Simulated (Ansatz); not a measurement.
Start from `F[SiH2][SiH2]Cl` and change one atom or group to get `B[SiH2][SiH2]Cl`.

Ansatz, PBE0-D4/def2-TZVP geometries, multiplicity 1. Each molecule was computed in one conformer, which needn't be the lowest.

```
                             property  `F[SiH2][SiH2]Cl`
   LUMO energy (PBE0/def2-TZVPP) / eV              -1.20
    LUMO energy (PBE/def2-TZVPP) / eV              -2.07
  LUMO energy (B3LYP/def2-TZVPP) / eV              -1.37
HOMO–LUMO gap (B3LYP/def2-TZVPP) / eV               6.72
  HOMO–LUMO gap (PBE/def2-TZVPP) / eV               5.00
  HOMO energy (B3LYP/def2-TZVPP) / eV              -8.09
```

**Question.** What does the change do to each property? (An estimate is asked.)

**Answer.** Computed: 
| property | `B[SiH2][SiH2]Cl` | shift |
| --- | --- | --- |
| LUMO energy (PBE0/def2-TZVPP) / eV | -1.31 | -0.11 |
| LUMO energy (PBE/def2-TZVPP) / eV | -2.21 | -0.14 |
| LUMO energy (B3LYP/def2-TZVPP) / eV | -1.47 | -0.10 |
| HOMO–LUMO gap (B3LYP/def2-TZVPP) / eV | 5.98 | -0.74 |
| HOMO–LUMO gap (PBE/def2-TZVPP) / eV | 4.33 | -0.67 |
| HOMO energy (B3LYP/def2-TZVPP) / eV | -7.45 | 0.64 |

With PBE0 the HOMO rises by 0.65 eV and the LUMO falls by 0.11 eV, so the gap narrows by about 0.76 eV. PBE moves the HOMO by 0.53 eV and ωB97M-V by 0.65 eV.

B3LYP here is the variant with VWN-RPA as its local correlation; programs differ in this.
